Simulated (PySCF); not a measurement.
C8H7FS.
SMILES with atom numbers: `[CH2:1]=[CH:2][c:3]1[cH:4][cH:5][c:6]([SH:7])[c:8]([F:9])[cH:10]1` (hydrogens: H11, H12 on C1; H13 on C2; H14 on C4; H15 on C5; H16 on S7; H17 on C10)

The same species was optimised twice, with GFN2-xTB and with PBE0-D3(BJ)/def2-SVP (PySCF), and the same property calculations (PySCF, gas phase) were run on both structures.

```tsv
coordinate	GFN2-xTB	PBE0-D3(BJ)/def2-SVP	change
C8–F9 (Å)	1.356	1.338	-0.018
C4–C5 (Å)	1.378	1.390	+0.012
C1=C2 (Å)	1.328	1.338	+0.010
C2–C3 (Å)	1.456	1.466	+0.010
C6–C8 (Å)	1.392	1.401	+0.009
C3–C10 (Å)	1.396	1.404	+0.008
C5–C6 (Å)	1.392	1.399	+0.007
C3–C4 (Å)	1.398	1.403	+0.005
C8–C10 (Å)	1.376	1.381	+0.005
C6–S7 (Å)	1.762	1.758	-0.004
C5–C6–S7 (°)	119.5	120.1	+0.6
C6–C8–F9 (°)	119.4	118.8	-0.6
C5–C6–C8 (°)	117.6	117.2	-0.4
C1–C2–C3 (°)	126.8	127.2	+0.4
F9–C8–C10 (°)	118.5	118.8	+0.3
C2–C3–C4 (°)	119.3	119.6	+0.3
C4–C5–C6 (°)	120.6	120.9	+0.3
C3–C10–C8 (°)	120.2	120.4	+0.2
C1–C2–C3–C4 (°)	-178	-179	-1
```

Rotational constants: A = 2691, B = 683.4, C = 545.0 MHz (GFN2-xTB) against A = 2697, B = 676.1, C = 540.6 MHz (PBE0-D3(BJ)/def2-SVP).

On the GFN2-xTB structure: HOMO (eV) -6.30 [PBE0/pcSseg-1]; LUMO (eV) -1.38 [PBE0/pcSseg-1]; dipole (D) 1.18 [PBE0/pcSseg-1]; GIAO shielding of C1 (ppm) 68.2 [PBE0/pcSseg-1]; GIAO shielding of C2 (ppm) 43.7 [PBE0/pcSseg-1]; GIAO shielding of C3 (ppm) 47.2 [PBE0/pcSseg-1]; GIAO shielding of C4 (ppm) 55.4 [PBE0/pcSseg-1]; GIAO shielding of C5 (ppm) 54.0 [PBE0/pcSseg-1]; GIAO shielding of C6 (ppm) 56.8 [PBE0/pcSseg-1]; GIAO shielding of S7 (ppm) 570.9 [PBE0/pcSseg-1]; GIAO shielding of C8 (ppm) 20.4 [PBE0/pcSseg-1].

Question: What do these properties become on the PBE0-D3(BJ)/def2-SVP structure?

Answer: 
| property | level | on GFN2-xTB | on PBE0-D3(BJ)/def2-SVP | change |
| --- | --- | --- | --- | --- |
| HOMO (eV) | PBE0/pcSseg-1 | -6.30 | -6.28 | +0.02 |
| LUMO (eV) | PBE0/pcSseg-1 | -1.38 | -1.40 | -0.02 |
| dipole (D) | PBE0/pcSseg-1 | 1.18 | 1.07 | -0.11 |
| energy, GFN2-xTB geometry as zero (kcal/mol) | PBE0/pcSseg-1 | 0.0 | -0.4 | -0.4 |
| GIAO shielding of C1 (ppm) | PBE0/pcSseg-1 | 68.2 | 65.3 | -2.9 |
| GIAO shielding of C2 (ppm) | PBE0/pcSseg-1 | 43.7 | 41.3 | -2.4 |
| GIAO shielding of C3 (ppm) | PBE0/pcSseg-1 | 47.2 | 45.8 | -1.4 |
| GIAO shielding of C4 (ppm) | PBE0/pcSseg-1 | 55.4 | 53.5 | -1.9 |
| GIAO shielding of C5 (ppm) | PBE0/pcSseg-1 | 54.0 | 52.0 | -2.0 |
| GIAO shielding of C6 (ppm) | PBE0/pcSseg-1 | 56.8 | 55.2 | -1.6 |
| GIAO shielding of S7 (ppm) | PBE0/pcSseg-1 | 570.9 | 565.2 | -5.7 |
| GIAO shielding of C8 (ppm) | PBE0/pcSseg-1 | 20.4 | 20.9 | +0.5 |

The heavy atoms differ by 0.015 Å rms after alignment. Among bonds between heavy atoms C8–F9 changes most (-0.018 Å). Changes are differences of the printed values. Neither structure is proved a minimum here.

Conformer computed: `[CH2:1]=[CH:2][c:3]1[cH:4][cH:5][c:6]([SH:7])[c:8]([F:9])[cH:10]1`: C1–C2–C3–C4 -179°, H–S7–C6–C5 180°.
